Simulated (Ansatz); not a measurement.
`[OH][Sn][SH]` + H–F → `[OH][Sn][F]` + H₂S at 400 K and 1 bar (ligand exchange at the Sn–S bond).

Program: Ansatz. Geometries: PBE0-D4/def2-TZVP. ΔE: electronic, gas phase. CBS: MP2 limit from def2 TZ/QZ plus the TZ coupled-cluster correction, frozen cores. This one scheme is used for every species. def2 core potentials past Kr. For Sn outer-core shells are correlated without core-valence functions, which leaves a few kJ/mol of doubt a bond. Each species was taken in one conformer, which may not be the lowest.

```json
{"species": "`[OH][Sn][SH]`", "CCSD(T)/CBS energy (Eh)": "-688.24306", "H − E (kJ/mol)": "81.1", "S (J/(mol·K))": "339.2"}
{"species": "H–F", "CCSD(T)/CBS energy (Eh)": "-100.39570", "H − E (kJ/mol)": "36.5", "S (J/(mol·K))": "182.2"}
{"species": "`[OH][Sn][F]`", "CCSD(T)/CBS energy (Eh)": "-389.66871", "H − E (kJ/mol)": "57.9", "S (J/(mol·K))": "310.9"}
{"species": "H₂S", "CCSD(T)/CBS energy (Eh)": "-398.97279", "H − E (kJ/mol)": "53.4", "S (J/(mol·K))": "215.9"}
```

H − E and S are ideal-gas, rigid-rotor, harmonic terms from PBE0-D4/def2-TZVP, for one conformer and one mirror image of each species. 1 Eh = 2625.50 kJ/mol, R = 8.31446 J/(mol·K).

Task: By hand: ΔE, ΔH, ΔS and ΔG.

Result: ΔE = (-389.66871) + (-398.97279) − (-688.24306) − (-100.39570) = -0.00274 Eh = -7.2 kJ/mol. Δ(H − E) = 57.9 + 53.4 − 81.1 − 36.5 = -6.3, so ΔH = -13.5 kJ/mol. ΔS = 310.9 + 215.9 − 339.2 − 182.2 = 5.4 J/(mol·K). ΔG = -13.5 − 400 × (5.4)/1000 = -15.7 kJ/mol.

Task: By hand: the equilibrium constant, and the temperature at which ΔG would vanish if ΔH and ΔS stayed fixed.

Result: log₁₀ K = −ΔG/(RT ln 10) = 2.1. ΔH and −TΔS have one sign here, so there is no such temperature.

The number of gas molecules stays the same, so ΔS is small and ΔH decides. A doubt of 5 kJ/mol in ΔE shifts log₁₀ K by 0.7 here. Other conformers and mirror images would add mixing entropy, several J/(mol·K) or more a flexible species. These are equilibria of isolated gas molecules and say nothing of rates. Largest T1 diagnostic: 0.018 (customary marks: 0.02 for closed shells, 0.045 for open ones).

ΔS is within the doubt of such terms, so its sign, and with it that verdict, could turn.
